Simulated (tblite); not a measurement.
Species: BH9NSi2 (charge -1).
SMILES with atom numbers: `[BH3-:1][N:2]([SiH3:3])[SiH3:4]` (hydrogens: H5, H6, H7 on B1; H8, H9, H10 on Si3; H11, H12, H13 on Si4)

Computed with GFN2-xTB (tblite), gas phase: Langevin dynamics at 400 K from the optimised GFN2-xTB geometry, time step 0.5 fs, friction 0.01 fs⁻¹, 2000 steps. Over the second half of the run the saved frames average 401 K.

The optimised geometry, where the run starts:
```
atom  x, y, z in Å
B1     -0.104    1.478    0.697
N2     -0.015    0.040    0.003
Si3     1.550   -0.496   -0.379
Si4    -1.458   -0.853   -0.034
H5      0.772    2.190    0.247
H6      0.047    1.336    1.897
H7     -1.197    1.958    0.471
H8      2.245    0.367   -1.360
H9      1.483   -1.844   -0.996
H10     2.481   -0.636    0.768
H11    -2.050   -1.174    1.289
H12    -1.224   -2.165   -0.686
H13    -2.534   -0.201   -0.813
```

t = 250 fs, T = 611 K, E(pot) 0.268 eV above the start
```
atom  x, y, z in Å  |  force x, y, z in eV/Å
B1     -0.096    1.449    0.879    0.690  -1.182   0.683
N2     -0.456   -0.067    0.308   -1.308   0.659   0.356
Si3     0.836   -0.922   -0.308    0.978   0.060  -0.906
Si4    -2.084   -0.570    0.352   -0.622   0.633  -0.353
H5      1.011    1.770    0.438   -0.406  -0.096   0.256
H6     -0.112    1.290    2.104    0.352   0.158  -0.242
H7     -0.924    2.216    0.621   -0.734   0.552  -0.571
H8      1.217   -0.387   -1.667    0.179   0.001   0.303
H9      0.628   -2.319   -0.674   -0.309  -0.504   0.096
H10     1.995   -0.974    0.598    0.124   0.058  -0.001
H11    -2.639   -0.889    1.724    0.214   0.075  -0.428
H12    -2.397   -1.726   -0.545    0.274  -0.070   0.289
H13    -3.095    0.424   -0.294    0.569  -0.343   0.518
```

t = 325 fs, T = 414 K, E(pot) 0.432 eV above the start
```
atom  x, y, z in Å  |  force x, y, z in eV/Å
B1     -0.248    1.354    1.251    0.670  -1.791   0.709
N2     -0.656    0.022    0.326    0.037   0.096   0.375
Si3     0.510   -1.105   -0.223   -0.283  -0.042  -0.309
Si4    -2.314   -0.342    0.474    0.392  -0.986  -0.897
H5      0.936    1.464    1.356    0.487  -0.070  -0.344
H6     -0.628    1.133    2.386   -0.365   0.056   0.007
H7     -0.708    2.284    0.787   -0.790   1.208  -0.670
H8      1.074   -0.849   -1.624   -0.249   0.038   0.576
H9      0.172   -2.596   -0.311   -0.195   0.548  -0.046
H10     1.563   -1.174    0.755    0.678   0.060   0.259
H11    -2.950   -1.217    1.525    0.249   0.316   0.089
H12    -2.465   -1.277   -0.724   -0.367   0.348   0.271
H13    -3.123    0.855    0.365   -0.263   0.218  -0.020
```

t = 350 fs, T = 254 K, E(pot) 0.569 eV above the start
```
atom  x, y, z in Å  |  force x, y, z in eV/Å
B1     -0.423    1.334    1.279    0.251   0.184   1.649
N2     -0.637    0.138    0.365   -0.291  -0.648  -0.619
Si3     0.445   -1.047   -0.175    1.024   0.554   0.156
Si4    -2.284   -0.274    0.472   -0.793   0.230  -0.020
H5      0.730    1.549    1.488    0.500   0.095  -0.267
H6     -0.879    1.019    2.537    0.067   0.424  -1.079
H7     -0.992    2.285    0.823   -0.106   0.217   0.158
H8      1.031   -0.727   -1.510   -0.187  -0.013  -0.044
H9     -0.320   -2.267   -0.198   -0.080  -0.758  -0.252
H10     1.725   -1.379    0.561   -0.450   0.150   0.018
H11    -2.462   -0.951    1.740   -0.382  -0.322   0.466
H12    -2.825   -1.244   -0.536    0.223   0.224  -0.017
H13    -3.200    0.906    0.450    0.224  -0.337  -0.147
```

t = 425 fs, T = 357 K, E(pot) 0.531 eV above the start
```
atom  x, y, z in Å  |  force x, y, z in eV/Å
B1     -0.220    1.146    1.428    0.021  -0.300   0.601
N2     -0.745   -0.321    0.919   -1.626   1.074   0.043
Si3     0.477   -1.036    0.061   -0.905  -0.621  -2.490
Si4    -2.444   -0.491    0.642    1.087   1.114   1.125
H5      0.892    1.361    1.005    0.251  -0.194   0.096
H6     -0.221    0.966    2.638    0.101   0.448  -0.115
H7     -0.843    2.129    1.092   -0.539  -0.363  -0.006
H8      0.826   -0.371   -1.267   -0.116  -0.277   0.160
H9     -0.040   -2.403   -0.344    0.348   0.213   0.141
H10     1.708   -1.048    0.689    1.789  -0.351   1.133
H11    -2.985   -0.222    2.059   -0.118  -0.407  -0.853
H12    -2.795   -1.785    0.032   -0.099   0.009   0.131
H13    -2.948    0.622   -0.217   -0.193  -0.347   0.032
```

t = 500 fs, T = 356 K, E(pot) 0.548 eV above the start
```
atom  x, y, z in Å  |  force x, y, z in eV/Å
B1     -0.161    1.027    1.669   -0.804  -0.733   0.121
N2     -0.573   -0.248    0.693    0.917  -0.348   0.678
Si3     0.763   -1.282    0.330   -0.034   1.033   0.165
Si4    -2.211   -0.636    0.723   -0.939   0.624   0.358
H5     -0.154    1.944    0.950   -0.034   0.815  -0.482
H6      0.975    0.855    2.103   -0.654   0.058   0.328
H7     -1.158    1.146    2.493    1.233  -0.056  -0.330
H8      1.403   -0.640   -0.852    0.272   0.033   0.121
H9      0.600   -2.639   -0.258   -0.256  -0.056   0.399
H10     1.706   -1.313    1.530   -0.378  -0.340  -0.752
H11    -2.939   -0.831    2.060    0.363   0.116  -0.569
H12    -2.322   -1.872    0.025   -0.151  -1.174  -0.459
H13    -3.188    0.200   -0.113    0.466   0.029   0.424
```

t = 525 fs, T = 391 K, E(pot) 0.642 eV above the start
```
atom  x, y, z in Å  |  force x, y, z in eV/Å
B1     -0.179    1.014    1.578   -0.186   0.487  -1.329
N2     -0.571   -0.253    0.779    2.730  -1.609  -0.802
Si3     0.818   -1.293    0.334   -1.591   1.392   0.180
Si4    -2.187   -0.639    0.724   -1.026  -0.727  -1.081
H5     -0.677    1.970    1.028    0.185   0.376  -0.378
H6      0.987    1.061    1.641    1.035   0.280   0.026
H7     -0.654    0.976    2.599   -0.754  -0.235   2.230
H8      1.927   -0.712   -0.548   -0.708  -0.159   0.145
H9      0.005   -2.364   -0.257    0.490  -0.300  -0.267
H10     1.666   -1.826    1.409   -0.045  -0.151   0.279
H11    -2.784   -1.104    1.992   -0.124  -0.144   0.025
H12    -2.494   -1.798   -0.434    0.204   0.863   0.997
H13    -2.932    0.552    0.283   -0.210  -0.073  -0.025
```

t = 650 fs, T = 417 K, E(pot) 0.747 eV above the start
```
atom  x, y, z in Å  |  force x, y, z in eV/Å
B1     -0.052    1.037    1.471    1.506   1.738  -0.376
N2     -0.554   -0.095    0.636    0.382  -1.547  -1.335
Si3     0.586   -1.349    0.376    0.731   0.587   1.451
Si4    -2.166   -0.544    0.800   -1.087   0.013  -1.393
H5     -0.320    2.236    0.966   -0.232  -1.139   0.586
H6      1.196    0.952    1.389   -0.291   0.317   0.428
H7     -0.411    0.838    2.579   -0.136   0.520   0.700
H8      1.914   -0.868   -0.032   -0.088  -0.017  -0.203
H9     -0.012   -2.135   -0.637   -0.321  -0.895  -0.811
H10     0.999   -2.239    1.616   -0.377   0.354  -0.741
H11    -2.339   -0.864    2.195   -0.640  -0.259   0.488
H12    -2.588   -1.795   -0.126    0.320   0.873   0.792
H13    -3.037    0.585    0.256    0.233  -0.544   0.414
```

t = 775 fs, T = 375 K, E(pot) 0.658 eV above the start
```
atom  x, y, z in Å  |  force x, y, z in eV/Å
B1      0.118    1.182    1.404   -0.138   1.784  -0.570
N2     -0.461   -0.161    0.975   -3.454   0.422   1.077
Si3     0.429   -1.268    0.171    2.550  -1.148  -0.808
Si4    -2.223   -0.335    1.105    2.899   0.894   0.782
H5     -0.198    2.176    0.599    0.212  -0.904   0.064
H6      1.307    1.132    1.452    0.358  -0.084   0.080
H7     -0.372    1.563    2.415   -0.102  -0.137   0.796
H8      0.784   -0.870   -1.180    0.188   0.158  -0.706
H9     -0.255   -2.518   -0.011   -0.467  -0.775   0.047
H10     1.813   -1.622    0.741   -0.659   0.124  -0.044
H11    -2.612   -0.144    2.474   -0.184   0.290   0.736
H12    -2.907   -1.516    0.802   -0.430  -1.982  -0.466
H13    -2.906    0.506    0.220   -0.772   1.357  -0.988
```

t = 825 fs
```
atom  x, y, z in Å
B1      0.101    1.202    1.475
N2     -0.602   -0.280    1.092
Si3     0.449   -1.372    0.297
Si4    -2.262   -0.201    1.074
H5      0.233    1.783    0.457
H6      1.186    1.094    2.151
H7     -0.719    1.743    2.139
H8     -0.301   -1.614   -0.957
H9      0.687   -2.712    0.775
H10     1.672   -0.675   -0.119
H11    -2.648   -0.114    2.464
H12    -2.852   -1.476    0.757
H13    -2.825    0.852    0.322
```

Problem. Estimate the potential energy and the forces of this last frame.

Solution. 0.574 eV above the start.

```json
{"atom": "B1", "Fx (eV/Å)": "0.137", "Fy (eV/Å)": "-0.826", "Fz (eV/Å)": "0.666"}
{"atom": "N2", "Fx (eV/Å)": "2.420", "Fy (eV/Å)": "0.292", "Fz (eV/Å)": "0.089"}
{"atom": "Si3", "Fx (eV/Å)": "-0.976", "Fy (eV/Å)": "1.376", "Fz (eV/Å)": "-0.719"}
{"atom": "Si4", "Fx (eV/Å)": "0.032", "Fy (eV/Å)": "-0.565", "Fz (eV/Å)": "0.968"}
{"atom": "H5", "Fx (eV/Å)": "0.329", "Fy (eV/Å)": "0.220", "Fz (eV/Å)": "-0.426"}
{"atom": "H6", "Fx (eV/Å)": "-0.793", "Fy (eV/Å)": "-0.178", "Fz (eV/Å)": "-0.679"}
{"atom": "H7", "Fx (eV/Å)": "-0.198", "Fy (eV/Å)": "0.337", "Fz (eV/Å)": "0.401"}
{"atom": "H8", "Fx (eV/Å)": "0.172", "Fy (eV/Å)": "-0.370", "Fz (eV/Å)": "-0.402"}
{"atom": "H9", "Fx (eV/Å)": "0.232", "Fy (eV/Å)": "-0.521", "Fz (eV/Å)": "0.571"}
{"atom": "H10", "Fx (eV/Å)": "0.146", "Fy (eV/Å)": "-0.271", "Fz (eV/Å)": "0.154"}
{"atom": "H11", "Fx (eV/Å)": "-0.461", "Fy (eV/Å)": "0.310", "Fz (eV/Å)": "0.720"}
{"atom": "H12", "Fx (eV/Å)": "-0.354", "Fy (eV/Å)": "-0.689", "Fz (eV/Å)": "-0.567"}
{"atom": "H13", "Fx (eV/Å)": "-0.686", "Fy (eV/Å)": "0.884", "Fz (eV/Å)": "-0.776"}
```

The bond farthest from its length at the start is B1–N2 (1.684 against 1.599 Å), and half the difference of its two atoms' forces along it is -0.90 eV/Å (positive lengthens). The largest atomic force is 2.44 eV/Å.

The cost below is that of the whole dynamics run. On an Intel Xeon at 2.50 GHz with one thread, no GPU, shared host, this took 25 s and 0.18 GiB of memory at its peak.
